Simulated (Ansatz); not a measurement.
A nudged elastic band was laid between two geometries of Cl3F2HHf (7 atoms, charge 0, multiplicity 1).

Method: RHF/def2-SVP in Ansatz 0.2.0.

| Quantity | Value |
| --- | --- |
| movable images | 5 |
| climbing image | yes |
| spring | 20.0 eV/Å² |
| optimiser | quadratic models (default) |
| start path | through a guess of the saddle point |
| force threshold | 0.05 eV/Å |
| iteration limit | 60 |
| end points | relaxed |

Image 0:

```xyz
7
Properties=species:S:1:pos:R:3
Hf 0.034 -0.032 0.061
Cl -0.156 0.335 2.427
Cl 2.165 0.334 -0.918
F -0.900 1.488 -0.562
Cl -1.288 -1.769 -0.872
F 1.204 -1.931 1.068
H 1.256 -1.991 1.978
```

Image 6:

```xyz
7
Properties=species:S:1:pos:R:3
Hf 0.498 -0.264 -0.320
Cl -0.692 -0.753 2.666
Cl 1.752 0.200 -2.268
F -0.094 1.451 0.258
Cl -1.273 -1.692 -0.997
F 1.767 -1.116 0.835
H 0.357 -1.393 3.010
```

Question: What changes between the two ends?

Answer: Bonds broken: Hf1–Cl2, F6–H7. Bonds formed: Cl2–H7.

Question: Give the energies along the band, and the barrier.

Answer: The forces met the threshold. The highest image is number 2 of 0 to 6, 19.7 kcal/mol above the first end and 18.7 kcal/mol above the last; the last end lies 1.0 kcal/mol above the first. Another band between the same ends (5 images) ends at a top of the same energy, where a vibrational analysis finds 1 clearly imaginary mode. The orbitals stay closed-shell, which can raise the energy where a bond breaks towards radicals; this wasn't checked here.

```
image  path coordinate (Å)  energy (kcal/mol)  Hf1–Cl2 (Å)  F6–H7 (Å)  Cl2–H7 (Å)
    0                 0.00                0.0         2.40       0.91        2.76
    1                 0.74                3.4         2.47       0.93        2.16
    2                 1.47               19.7         2.69       1.22        1.48
    3                 2.02                8.9         2.89       1.80        1.29
    4                 2.56                4.1         3.08       2.20        1.28
    5                 3.10                1.9         3.21       2.43        1.28
    6                 3.64                1.0         3.25       2.61        1.28
```

Question: What is the geometry of the highest image?

Answer: 
```xyz
7
Properties=species:S:1:pos:R:3
Hf 0.233 -0.316 -0.054
Cl -0.187 -0.152 2.597
Cl 2.091 0.165 -1.423
F -0.641 1.368 -0.113
Cl -1.255 -1.789 -1.126
F 1.306 -1.656 1.156
H 0.768 -1.188 2.146
```

Run time: 2.7 min on 2 threads of Intel(R) Xeon(R) Platinum 8488C (Sapphire Rapids), on a shared host, peak memory 0.31 GiB.
